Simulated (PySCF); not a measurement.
**Removing an electron from `C=C(C)/C=C\[C@H]1COBO1`**

Species: C7H11BO2.
Cartesian coordinates in Å at the PBE0-D3(BJ)/def2-SVP level; atoms count from 1:
```
atom  x, y, z in Å
C1    -3.6208    0.6032   -0.8784
C2    -2.3565    0.1779   -0.6963
C3    -2.0838   -1.1025    0.0395
C4    -1.2691    0.9976   -1.2401
C5     0.0668    0.8446   -1.2091
C6     0.9109   -0.2366   -0.6175
C7     1.3643   -1.2992   -1.6520
O8     2.7573   -1.4506   -1.4464
B9     3.1615   -0.4622   -0.6018
O10    2.1423    0.3106   -0.1374
H11   -3.8364    1.5367   -1.4053
H12   -4.4744    0.0323   -0.5046
H13   -1.5480   -0.9171    0.9839
H14   -3.0227   -1.6165    0.2862
H15   -1.4686   -1.7927   -0.5591
H16   -1.6249    1.8836   -1.7769
H17    0.6674    1.6041   -1.7233
H18    0.4140   -0.7167    0.2362
H19    1.1790   -0.9646   -2.6863
H20    0.8532   -2.2636   -1.5081
H21    4.3093   -0.2912   -0.2964
```

Level: B3LYP/def2-SVPD (PySCF). Frontier orbitals with their largest atomic shares (Löwdin; up to four atoms above 4 %):

```tsv
orbital	ε (eV)	main atoms
HOMO−3	-9.42	C4 13 %, C6 12 %, C5 12 %, O8 12 %
HOMO−2	-8.70	C4 22 %, C2 21 %, C1 12 %, C5 11 %
HOMO−1	-8.04	O8 30 %, O10 28 %, C7 9 %, C6 8 %
HOMO	-6.63	?
LUMO	-1.32	C1 25 %, C5 21 %, C2 16 %, C4 15 %
LUMO+1	0.12	B9 18 %, C3 12 %, H20 8 %, C7 8 %
LUMO+2	0.35	B9 30 %, O10 17 %, O8 17 %, H21 10 %
```

What vertical ionisation energy does ΔSCF give, and how far is −ε(HOMO) from it?

ΔSCF: 8.57 eV (827 kJ/mol; threshold wavelength 145 nm); ⟨S²⟩ of the doublet left behind is 0.764, against 0.75 for a pure doublet. −ε(HOMO) is 6.63 eV, 1.94 eV below it. For the exact functional −ε(HOMO) would equal the first vertical ionisation energy; B3LYP (global hybrid, 20 % exact exchange) falls short of its own ΔSCF value by 23 %. Holes in the HOMO−1 and HOMO−2 were tried too where these lie within 1.2 eV of the HOMO; the lowest converged state counts.

On which atoms does the HOMO lie?

C1 (terminal =CH2 carbon) 25 %, C5 (alkene CH carbon) 22 %, C2 (fully substituted alkene carbon) 17 %, C4 (alkene CH carbon) 16 %, so no atom holds as much as 40 %. The HOMO−1 lies 1.41 eV lower.

And the vertical electron affinity, the fundamental gap, Mulliken's electronegativity and the hardness (with the factor ½)?

EA = -0.52 eV by ΔSCF (−ε(LUMO) = 1.32 eV); a negative value means that the added electron isn't bound at this geometry and level, and the number then depends on the basis. IE − EA = 9.09 eV against an orbital gap of 5.31 eV; (IE + EA)/2 = 4.03 eV; (IE − EA)/2 = 4.54 eV. Parr's electrophilicity index (IE + EA)²/[8(IE − EA)] is 0.89 eV.

What kinetic energy would electrons from this vertical process carry with He I light (21.218 eV)?

21.22 − 8.57 = 12.65 eV.

With α = 109.7 au, estimate the like-pair dispersion coefficient by London's formula C6 = (3/4)α²I.

I = 0.3151 Eh, so C6 ≈ 2840 au, a rough estimate.

One conformer (not necessarily the lowest) at the PBE0-D3(BJ)/def2-SVP geometry, without solvent, vibrations or thermal averaging.
